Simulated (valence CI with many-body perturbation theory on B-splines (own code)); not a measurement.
Sb XII: one-electron terms

Calculated by valence CI with perturbative core correlation (CI+MBPT): four valence electrons over a frozen Dirac-Fock core [Kr], a basis of 9 s, 9 p, 10 d, 8 f, 5 g, 3 h, 1 i functions for each j, with the one-electron correlation potential Σ1, the two-electron term Σ2, the three-electron term Σ3, Breit, model QED; selected CI, second order for the rest, scaled by the run's own slope (own B-spline code, finite nucleus).

No measured spectrum was set against this ion. As an estimate, terms of the open shell hold to 2 to 4 % of their energy, and close levels can change places. Core correlation moves these levels by up to 6300 cm⁻¹, and in measured spectra 5 to 20 % of such shifts remained as error; rates that hang on mixing are uncertain with them. The list stops below the first excitations out of the core. Only levels of the ground parity were solved; by the run's estimate the other parity begins above the list, which can be wrong where configurations are misplaced.

These are the spectroscopic orbitals of the CI (the correlating ones are not listed), shaped by the core and the other valence electrons. h is the expectation value of the core's Dirac-Fock operator, without the valence repulsion; Σ1 is computed up to l = 3 at one energy for each symmetry, that of its lowest orbital but kept below the first core excitation, so for empty shells it is not the orbital's own correlation shift; Breit and QED include the response of the core.

```csv
Orbital,h (hartree),Σ1 (cm⁻¹),Breit (cm⁻¹),QED (cm⁻¹),⟨r⟩ (bohr)
5s1/2,-8.1594,-9117,419,367,1.529
6s1/2,-4.9773,-3126,201,174,2.526
7s1/2,-3.3642,-1514,110,95.9,3.775
5p1/2,-7.4803,-7642,634,-27.1,1.620
6p1/2,-4.6413,-2868,317,-13.2,2.662
7p1/2,-3.1732,-1447,179,-7.4,3.958
5p3/2,-7.3472,-7123,372,8.2,1.652
6p3/2,-4.5768,-2725,188,4.3,2.701
7p3/2,-3.1368,-1386,112,2.5,4.005
4d3/2,-11.614,-17313,541,-151,0.8722
5d3/2,-6.2307,-5296,194,-35.7,1.833
6d3/2,-4.015,-2389,99,-17.5,2.987
4d5/2,-11.543,-16989,116,-110,0.8791
5d5/2,-6.2048,-5260,74.2,-23.9,1.842
6d5/2,-4.0019,-2379,40.2,-11.7,2.998
4f5/2,-8.2784,-26815,-207,-71.5,1.038
5f5/2,-5.0104,-6320,-49.5,-24.2,2.139
4f7/2,-8.2718,-25799,-326,-65.4,1.040
5f7/2,-5.0068,-6182,-97.2,-21.5,2.142
5g7/2,-4.3966,,-11.5,-2.4,2.220
5g9/2,-4.3965,,-14.1,-1.9,2.220
```

Among the shells of the start configuration 4d4, Σ1 is largest in size for 4d3/2, where it is 0.68 % of h.

Lowest root of each symmetry, sizes in configuration state functions:

| J | Parity | Roots | Reference | Variational | Second order | Change by selected CI (cm⁻¹) | Change by second order (cm⁻¹) |
| --- | --- | --- | --- | --- | --- | --- | --- |
| 0 | even | 6 | 19 | 16782 | 179922 | -9386 | -4 |
| 1 | even | 5 | 43 | 29423 | 484097 | -8861 | -11 |
| 2 | even | 9 | 61 | 26400 | 656807 | -8629 | -26 |
| 3 | even | 7 | 57 | 25725 | 919809 | -8651 | -46 |
| 4 | even | 8 | 48 | 25884 | 914458 | -8919 | -44 |
| 5 | even | 3 | 29 | 28577 | 658664 | -10755 | -60 |
| 6 | even | 3 | 15 | 29548 | 718320 | -10710 | -31 |
